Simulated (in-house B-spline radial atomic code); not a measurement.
Radial electron density of O-, [He] 2s2 2p5. Computed with a radial B-spline atomic code at the basis-set limit: non-relativistic wB97X, spin-polarised, spherical fractional occupations, exact exchange averaged over the configuration, point nucleus.

Columns: r (bohr), 4πr²n(r) (electrons per bohr), bar.

```
 0.00793   0.2175 #
 0.00935   0.2955 ##
   0.011   0.3984 ##
   0.013   0.5389 ###
  0.0153   0.7194 ####
  0.0181   0.9627 #####
  0.0213    1.267 #######
  0.0252    1.666 #########
  0.0297    2.153 ###########
   0.035    2.748 ##############
  0.0413    3.461 ##################
  0.0487    4.279 ######################
  0.0574    5.178 ###########################
  0.0677     6.12 ################################
  0.0798    7.027 ####################################
  0.0941    7.807 ########################################
   0.111    8.346 ###########################################
   0.131    8.529 ############################################
   0.154    8.288 ###########################################
   0.182    7.595 #######################################
   0.215    6.544 ##################################
   0.253    5.355 ############################
   0.299    4.225 ######################
   0.352    3.454 ##################
   0.415     3.16 ################
    0.49    3.354 #################
   0.577    3.869 ####################
   0.681    4.448 #######################
   0.803    4.805 #########################
   0.947    4.765 #########################
    1.12    4.296 ######################
    1.32    3.545 ##################
    1.55    2.711 ##############
    1.83    1.906 ##########
    2.16    1.255 ######
    2.55   0.7793 ####
       3   0.4646 ##
    3.54   0.2607 #
    4.18   0.1376 #
    4.93  0.06764 
    5.81   0.0302
```

On this grid the curve has 2 maxima, near 0.131, 0.803 bohr.

The 2s down radial function P(r) = rR(r), positive near the nucleus:

| r (bohr) | P |
| --- | --- |
| 0.0025 | 0.02365 |
| 0.00348 | 0.03267 |
| 0.00484 | 0.04494 |
| 0.00672 | 0.06145 |
| 0.00935 | 0.08369 |
| 0.013 | 0.113 |
| 0.0181 | 0.1508 |
| 0.0252 | 0.198 |
| 0.035 | 0.2533 |
| 0.0487 | 0.3136 |
| 0.0677 | 0.3687 |
| 0.0941 | 0.4012 |
| 0.131 | 0.3838 |
| 0.182 | 0.2835 |
| 0.253 | 0.07455 |
| 0.352 | -0.2376 |
| 0.49 | -0.5892 |
| 0.681 | -0.861 |
| 0.947 | -0.9313 |
| 1.32 | -0.7733 |
| 1.83 | -0.5032 |
| 2.55 | -0.2505 |
| 3.54 | -0.09351 |
| 4.93 | -0.02432 |
